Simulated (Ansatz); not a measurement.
`[F][GeH]([SH])[Cl]` + F• → `[F][Ge]([SH])[Cl]`• + H–F at 298.15 K and 1 bar (hydrogen abstraction from a Ge–H bond).

Program: Ansatz. Geometries: PBE0-D4/def2-TZVP. ΔE: electronic, gas phase. CCSD(T)/CBS adds triple-zeta CCSD(T) − MP2 to the extrapolated MP2 energy (def2 sets, frozen cores). This one scheme is used for every species, atoms too. Open shells (•) are unrestricted, without spin–orbit coupling. Spin–orbit coupling would lower the free atoms: a little for F. For Ge outer-core shells are correlated without core-valence functions, so the limit isn't a true one: a few kJ/mol of doubt a bond, and 10 to 20 or more in all where bonds break to atoms. Scalar relativity is left out up to krypton. One conformer a species, not always the lowest.

```json
{"species": "`[F][GeH]([SH])[Cl]`", "CCSD(T)/CBS energy (Eh)": "-3034.76350", "H − E (kJ/mol)": "74.8", "S (J/(mol·K))": "341.9"}
{"species": "F•", "CCSD(T)/CBS energy (Eh)": "-99.66871", "H − E (kJ/mol)": "6.2", "S (J/(mol·K))": "160.5"}
{"species": "`[F][Ge]([SH])[Cl]`•", "CCSD(T)/CBS energy (Eh)": "-3034.12325", "H − E (kJ/mol)": "52.1", "S (J/(mol·K))": "346.8"}
{"species": "H–F", "CCSD(T)/CBS energy (Eh)": "-100.39570", "H − E (kJ/mol)": "33.5", "S (J/(mol·K))": "173.6"}
```

H − E and S are ideal-gas, rigid-rotor, harmonic terms from PBE0-D4/def2-TZVP, for one conformer and one mirror image of each species, with the whole ground term of open shells counted as degenerate. 1 Eh = 2625.50 kJ/mol, R = 8.31446 J/(mol·K).

Q: By hand: ΔE, ΔH, ΔS and ΔG.

A: ΔE = (-3034.12325) + (-100.39570) − (-3034.76350) − (-99.66871) = -0.08674 Eh = -227.7 kJ/mol. Δ(H − E) = 52.1 + 33.5 − 74.8 − 6.2 = 4.6, so ΔH = -223.1 kJ/mol. ΔS = 346.8 + 173.6 − 341.9 − 160.5 = 18.0 J/(mol·K). ΔG = -223.1 − 298.15 × (18.0)/1000 = -228.5 kJ/mol.

Q: By hand: the equilibrium constant, and the temperature at which ΔG would vanish if ΔH and ΔS stayed fixed.

A: log₁₀ K = −ΔG/(RT ln 10) = 40.0. ΔH and −TΔS have one sign here, so there is no such temperature.

ΔH outweighs TΔS. A doubt of 5 kJ/mol in ΔE shifts log₁₀ K by 0.9 here. Other conformers and mirror images would add mixing entropy, several J/(mol·K) or more a flexible species. These are equilibria of isolated gas molecules and say nothing of rates. Largest T1 diagnostic: 0.014 (customary marks: 0.02 for closed shells, 0.045 for open ones).
